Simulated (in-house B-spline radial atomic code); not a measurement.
A fraction x of an electron is removed from 3d in Ni IV (Ni3+), starting from [Ar] 3d7 and keeping the highest spin. Method: non-relativistic HSE06, spin-polarised, spherical fractional occupations, point nucleus. Calculated with an all-electron radial atomic-structure program (B-spline basis).

Caution: exact exchange at fractional occupations of open shells leaves self-interaction of up to several eV.

```tsv
x	E(x) - E(0) (eV)	3d down level (eV)
0	0.0000	-44.593
0.14	6.4223	-47.158
0.31	14.7080	-50.330
0.45	21.9399	-52.988
0.5	24.6132	-53.947
0.58	28.9908	-55.492
0.64	32.3555	-56.660
0.87	45.9075	-61.201
0.95	50.8676	-62.804
1	54.0330	-63.813
```

The exact functional would give a straight line between the two integer points. Deviations E(x) - E(0) - x[E(1) - E(0)], in eV: -1.142 at x = 0.14, -2.042 at x = 0.31, -2.375 at x = 0.45, -2.403 at x = 0.5, -2.348 at x = 0.58, -2.226 at x = 0.64, -1.101 at x = 0.87, -0.464 at x = 0.95.

The curve lies below the straight line by up to 2.403 eV (at x = 0.5): convex, the delocalisation error, to which spherically averaged exact exchange adds.

(1) How well does Slater's transition state (minus the level at half occupation) give the ionisation energy?

## Answers

(1) It gives 53.947 eV against 54.033 eV from the two total energies; NIST lists 54.92 eV, ground level to ground level. The end point has an open shell averaged over its orbitals, so its exact exchange keeps a self-interaction and this is no true integer point.
